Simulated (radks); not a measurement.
Task: The niobium ion Nb32+, 9 electrons, occupied as [He] 2s2 2p5. Calculated with a radial shooting solver on a logarithmic mesh with Libxc functionals: scalar-relativistic Kohn-Sham, LB94 model potential, spin-polarised, spherical densities, finite nucleus; open shells are filled with parallel spins first (spin-orbit coupling, left out, can overturn this in heavy ions); Fermi nuclear charge, rms radius 4.324 fm. Some entries of the table are withheld. Estimate them.

orbital  occ.  eigenvalue (eV)  r(max) (bohr)
1s down     1        -20881.47        0.02347
1s up       1        -20879.65        0.02347
2s up       1        -4451.678            (1)
2s down     1        -4440.040            (2)
2p up       3        -4202.402            (3)
2p down     2        -4190.641            (4)

Result: 
(1) 2s up r(max) (bohr): 0.1312
(2) 2s down r(max) (bohr): 0.1313
(3) 2p up r(max) (bohr): 0.1042
(4) 2p down r(max) (bohr): 0.1042
